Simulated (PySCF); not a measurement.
## Pt (platinum, neutral) across methods

[Xe] 4f14 5d10, closed-shell 1S (an excited configuration). Calculation: PySCF 2.14, in def2-TZVPPD with the def2 core potential (60 electrons) (6s5p3d2f1g, 59 functions); scalar relativity through the core potential.

```json
{"method": "PBE", "E (hartree)": "-119.2846", "mean ε 5s (eV)": "-99.906", "mean ε 5p (eV)": "-53.295", "mean ε 5d (eV)": "-4.362", "Σ⟨r²⟩ (bohr²)": "49.11", "⟨S²⟩": "0.000"}
{"method": "PBE0", "E (hartree)": "-119.2373", "mean ε 5s (eV)": "-104.53", "mean ε 5p (eV)": "-56.728", "mean ε 5d (eV)": "-5.639", "Σ⟨r²⟩ (bohr²)": "48.49", "⟨S²⟩": "0.000"}
{"method": "LC-wPBE", "E (hartree)": "-119.2589", "mean ε 5s (eV)": "-105.46", "mean ε 5p (eV)": "-58.603", "mean ε 5d (eV)": "-8.226", "Σ⟨r²⟩ (bohr²)": "48.23", "⟨S²⟩": "0.000"}
{"method": "M06-L", "E (hartree)": "-119.3150", "mean ε 5s (eV)": "-100.83", "mean ε 5p (eV)": "-54.077", "mean ε 5d (eV)": "-4.106", "Σ⟨r²⟩ (bohr²)": "48.36", "⟨S²⟩": "0.000"}
{"method": "r2SCAN", "E (hartree)": "-119.2778", "mean ε 5s (eV)": "-102.07", "mean ε 5p (eV)": "-54.755", "mean ε 5d (eV)": "-4.383", "Σ⟨r²⟩ (bohr²)": "48.54", "⟨S²⟩": "0.000"}
{"method": "UHF", "E (hartree)": "-118.36197", "mean ε 5s (eV)": "-117.63", "mean ε 5p (eV)": "-66.329", "mean ε 5d (eV)": "-8.733", "Σ⟨r²⟩ (bohr²)": "47.62", "⟨S²⟩": "0.000"}
{"method": "BP86", "E (hartree)": "-119.3825", "mean ε 5s (eV)": "-100.16", "mean ε 5p (eV)": "-53.497", "mean ε 5d (eV)": "-4.527", "Σ⟨r²⟩ (bohr²)": "49.15", "⟨S²⟩": "0.000"}
{"method": "HSE06", "E (hartree)": "-119.2352", "mean ε 5s (eV)": "-104.15", "mean ε 5p (eV)": "-56.350", "mean ε 5d (eV)": "-5.250", "Σ⟨r²⟩ (bohr²)": "48.57", "⟨S²⟩": "0.000"}
{"method": "LDA", "E (hartree)": "-119.0558", "mean ε 5s (eV)": "-100.02", "mean ε 5p (eV)": "-53.396", "mean ε 5d (eV)": "-4.644", "Σ⟨r²⟩ (bohr²)": "49.39", "⟨S²⟩": "0.000"}
```

Energies and moments cover only the electrons outside the core potential. Spin-orbit coupling, which splits the p, d and f shells strongly at this Z, is absent.
